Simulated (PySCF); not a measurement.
S 2p3/2 core levels and what the atom is bonded to

Gas-phase molecules, one conformer each, relaxed by PBE0-D3(BJ)/def2-SVP with no frequency check. Core levels by delta-SCF with SCAN, pcX-2 on the ionised atom and pcseg-1 elsewhere, spin-free X2C (2p3/2 is the spin-free 2p value less a third of a first-order spin-orbit splitting); energies from the vacuum level.

```
            structure (SMILES)  S bonded to  mean electronegativity of these (Pauling)  S 2p3/2 (eV)
    [CH3][Al]([Cl])[S][Mg][OH]  1 Al + 1 Mg                                       1.46        168.00
      C[Si](Cl)([GeH3])S[SiH3]         2 Si                                       1.90        168.67
            [OH][Al]([OH])[SH]   1 Al + 1 H                                       1.91             ?
        ClB(Cl)S[Si](Cl)(Cl)Cl   1 B + 1 Si                                       1.97        170.02
[SiH3]N[Si](S)(N[SiH3])N[SiH3]   1 Si + 1 H                                       2.05        169.05
[F][Ge]([SiH3])([SH])[O][GeH3]   1 Ge + 1 H                                       2.10        169.20
                    CO[As](S)S   1 As + 1 H                                       2.19        169.27
                [SiH3]CS[SiH3]   1 C + 1 Si                                       2.22        168.93
     [SiH3]NC([SiH3])([SiH3])S    1 C + 1 H                                       2.38        169.07
```

**Question.** Fit a straight line to the complete rows and predict the core level of S in [OH][Al]([OH])[SH], bonded to 1 Al + 1 H.

**Answer.** E = 166.667 + 1.16·χ (8 points, rms 0.44 eV, correlation 0.563). At 1.91 this gives 168.88 eV; the calculation itself gave 169.32 eV, so the fit is off by 0.44. The points scatter widely, so the line says little.

For scale, for [OH][Al]([OH])[SH]: run time: 11 s on 1 thread of Intel Xeon 6975P-C (x86_64), shared host, peak memory 0.43 GiB, launched as `OMP_NUM_THREADS=1 python cluster_run.py task.json out`.
